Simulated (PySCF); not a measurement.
**Orbital picture of SnO**

PBE at R = 1.846 Å; basis Sn cc-pVDZ-PP with ECP28, O cc-pVDZ; scalar-relativistic core potentials; PySCF 2.14. State: ¹Σ⁺ (singlet), closed shell. Only the outer orbitals are listed, counted within each symmetry, core potentials removing the inner ones.

```csv
orbital,occ.,ε (eV),on Sn (%),main shells (%)
5σ,2,-21.02,20,"79 O s, 11 Sn d"
6σ,2,-10.50,78,"76 Sn s, 15 O p"
3π,2,-6.45,25,"75 O p, 23 Sn p"
3π,2,-6.45,25,"75 O p, 23 Sn p"
7σ,2,-6.25,39,"60 O p, 24 Sn p, 14 Sn s"
4π,0,-2.79,79,"77 Sn p, 20 O p"
4π,0,-2.79,79,"77 Sn p, 20 O p"
8σ,0,0.08,92,"78 Sn p, 10 O p, 9 Sn d"
```

Question: Which are the highest filled and the lowest empty level, where do they sit, and how wide is the gap?

Answer: Highest filled 7σ at -6.25 eV (in %: 60 O p, 24 Sn p, 14 Sn s); lowest empty 4π at -2.79 eV (in %: 77 Sn p, 20 O p); the gap at PBE is 3.46 eV.

```
bond order (Mayer)                              : 2.27
⟨S²⟩                                            : 0.000
charge on Sn (Mulliken, basis-dependent)        : 0.48
charge on Sn (Löwdin, basis-dependent)          : 0.53
dipole moment (positive dipole means Sn(−)O(+)) : -3.38 D
polarisability along the bond                   : 41.3 bohr³
polarisability across the bond                  : 29.0 bohr³
```

Spin–orbit coupling is left out.
